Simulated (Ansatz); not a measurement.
Frontier orbitals of `O[SiH](O)C[SiH](O)F`.

```xyz
14

O    -1.640    0.727    2.302
Si   -0.292    0.658    1.376
O    -0.096    2.127    0.673
C    -0.402   -0.650    0.040
Si    1.039   -0.735   -1.112
O     0.825   -1.710   -2.402
F     1.276    0.778   -1.622
H    -2.362    1.270    1.981
H     0.806    0.317    2.310
H     0.398    2.149   -0.151
H    -0.537   -1.628    0.514
H    -1.308   -0.447   -0.547
H     2.298   -1.177   -0.483
H    -0.004   -1.679   -2.881
```

The species carries charge 0 and has multiplicity 1. The structure was optimised at the PBE0-D4/def2-TZVP level. It is a higher conformer; a search finds a lower one. Basis def2-TZVPP, Ansatz 0.2.0.

Orbital energies of one run (eV). Highest occupied ones, from the top: -7.19, -8.01, -8.51, -8.56, -8.77, -8.98, -9.48, -9.70, -10.29, -10.87, -10.94, -11.52, -11.72, -12.99. Empty: 0.04, 0.44, 0.79, 0.82, 1.31, 1.98.

Q: Which functional gave them?
A. LC-ωPBE
B. B3LYP
C. r2SCAN
D. PBE0

A: C. HOMO energies: r2SCAN -7.19, LC-ωPBE -11.06, PBE0 -8.31, B3LYP -8.10 eV.

B3LYP here is the variant with VWN-RPA as its local correlation; programs differ in this. LC-ωPBE has ω = 0.4 bohr⁻¹.
